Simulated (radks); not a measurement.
Question: Radial electron density D(r) = 4 pi r^2 rho(r) of an atom or ion with 21 electrons. All-electron calculation, scalar-relativistic Kohn-Sham, LDA (Slater exchange, VWN5 correlation), spin-polarised, spherical densities, finite nucleus; Fermi nuclear charge, rms radius of each element as measured or else 0.836 A^(1/3) + 0.57 fm. Program: a radial shooting solver on a logarithmic mesh with Libxc functionals.

r (bohr),D(r) (e/bohr),spin D(r)
0.002183,17.49,-0.000655
0.002709,23.68,-0.000881
0.003362,31.51,-0.00116
0.004173,41.04,-0.00150
0.005179,52.05,-0.00187
0.006428,63.92,-0.00223
0.008042,75.85,-0.00251
0.009981,85.24,-0.00245
0.01239,90.68,-0.00148
0.01537,91.04,0.00206
0.01908,87.00,0.0131
0.02368,81.99,0.0453
0.02939,81.40,0.135
0.03677,89.83,0.381
0.04563,104.5,0.953
0.05664,115.4,2.18
0.07029,110.1,4.49
0.08724,87.86,8.15
0.1083,64.65,12.8
0.1344,58.48,16.6
0.1681,65.52,17.3
0.2086,61.81,13.7
0.259,39.67,7.67
0.3214,15.65,2.85
0.3989,3.467,0.632
0.495,0.3845,0.0746
0.6144,0.01847,0.00402

What is the nuclear charge?

Answer: Z = 68. The innermost maximum, from 1s, lies near gamma/Z bohr with gamma = sqrt(1 - (Z/c)^2) = 0.868, here 0.0128 bohr (found: 0.0140), and its height grows with Z. The density is that of the erbium ion Er47+ in [Ar] 3d3; the configuration itself is not fixed sharply by these data, and Z only to a few units. D(r) has 3 maxima, at r = 0.0140, 0.0594, 0.181 bohr, and minima at 0.0269, 0.129 bohr, inside which lie 1.93, 10.92 electrons.
